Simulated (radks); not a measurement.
Problem. The mercury ion Hg4+ is in [Xe] 4f14 5d8. All-electron calculation, scalar-relativistic Kohn-Sham, PBE, spin-polarised, spherical densities, finite nucleus; Fermi nuclear charge, rms radius of each element as measured or else 0.836 A^(1/3) + 0.57 fm. Program: a radial shooting solver on a logarithmic mesh with Libxc functionals. Open shells are filled with parallel spins first. One electron is removed from 5p, 4f, 5d, 5s in turn, with full relaxation. Which removal costs least, and what does each cost?

Solution. 5d 63.846 eV; 5p 124.51 eV; 4f 161.82 eV; 5s 177.51 eV. The 5d electron leaves first.
